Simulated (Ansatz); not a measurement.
```yaml
crystal:
  periodic: [false, false, false]
  atoms:
    - {symbol: C, position_ang: [-1.651625, 0.585835, -0.684848]}
    - {symbol: C, position_ang: [-0.744606, -0.346567, -0.718199]}
    - {symbol: Si, position_ang: [0.610345, -0.448812, 0.571397]}
    - {symbol: O, position_ang: [0.451214, 0.836370, 1.575495]}
    - {symbol: O, position_ang: [2.090602, -0.484768, -0.126546]}
    - {symbol: H, position_ang: [-2.523762, 0.925360, -1.227323]}
    - {symbol: H, position_ang: [-0.762186, -1.099809, -1.516591]}
    - {symbol: H, position_ang: [0.538574, -1.721248, 1.317814]}
    - {symbol: H, position_ang: [-0.305766, 1.401659, 1.405186]}
    - {symbol: H, position_ang: [2.380309, 0.300780, -0.593485]}
basis:
  gaussian: {orbitals: aug-cc-pVTZ, fitting: {mean_field: def2-universal-jkfit}}
magnetization: {spin_polarized: true, initial_magnetization: 1}
hamiltonian: {xc: {name: HF}}
correlation: {method: mp2, frozen_orbitals: {C: 9}}
output: {forces: true}
```

```sh
$ ansatz run in.yaml --threads 4 --pin off --events-out ev --progress --plain --max-ram 10444MiB
```

(1) How does Ansatz answer? (An estimate is asked.)

Answers

(1) Ansatz gave: The program refused the input.
```
Functional definition: HF
Error: "frozen_orbitals" has no count for Si
```
